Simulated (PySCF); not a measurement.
**Unknown compound**

Molecular formula: C₅H₇F₃O. Simulated spectra:

¹H NMR (600 MHz, computed): δ 6.03 (dd, J = 94.0, 74.6 Hz, 1H), 4.18 (m, 1H), 3.43 (m, 1H), 1.22 (m, 3H), 1.18 (m, 1H).

¹³C{¹H} NMR (computed): δ 122.4 (CH, dd, J = 328.7, 312.4 Hz), 76.0 (CH, d, J = 298.3 Hz), 57.1 (CH, td, J = 7.6, 2.2 Hz), 20.7 (CH, d, J = 8.1 Hz), 10.1 (CH3).

- PBE0-D3(BJ)/def2-SVP structure
- spin–spin couplings from B3LYP/pcJ-1 (spin–dipole term only in couplings to heteroatoms)
- shielding tensors at PBE0/pcSseg-1 (GIAO)
- program: PySCF
- in vacuum, equivalent nuclei averaged, relativity neglected, one computed conformer

δ = σ(ref) − σ, references computed at the same level: ¹H and ¹³C vs TMS.

Problem. Which of these isomers gave the spectra?
A. C[C@@H]1[C@@H](F)[C@@H]1OC(F)F
B. C=C[C@](C)(F)OC(F)F
C. C[C@@H]1[C@@H](F)[C@H]1OC(F)F

Solution. A. 

- The formula gives 1 degree of unsaturation (1 ring in the answer).
- 5 carbon signals for 5 carbons: no two carbons are equivalent.
- Carbon types of the structure: 4 × CH, 1 × CH3, which accounts for all hydrogens.
- δC 122.4: sp3 CH bonded to 2 F and O; 3 electronegative neighbours deshield it.
- δC 76.0, 57.1, 20.7: three-membered-ring carbon.
- δC 10.1: methyl carbon; aliphatic region, no heteroatom directly attached.
- δH 4.18, 3.43, 1.18: hydrogen on a three-membered-ring carbon.
- δH 1.22: hydrogen on a methyl carbon; far from electronegative atoms and π systems.

The others: C[C@@H]1[C@@H](F)[C@H]1OC(F)F has carbons computed at 121.6, 76.9, 54.3, 21.7, 14.1; C=C[C@](C)(F)OC(F)F has carbons computed at 146.1, 129.3, 119.5, 114.7, 28.9, with a different DEPT pattern.

C–F couplings over four or more bonds (about 3 Hz to the para carbon of a fluoroarene) are left out. Common functionals overestimate the size of one-bond C–F couplings by tens of Hz; these are unscaled. Splittings below 1 Hz are ignored in the labels, and close J values are merged. Unscaled 3J(H,H) at this level run about 10 % above measured values. Shifts are as computed. Against solution values, carbons near 30 ppm lie about +2 ppm off and those near 130 ppm about +5 ppm. Of 1309 compounds with measured shifts, 239 miss one by over three times the rms of a fit or turn the order of signals round; such compounds aren't used in these exercises.
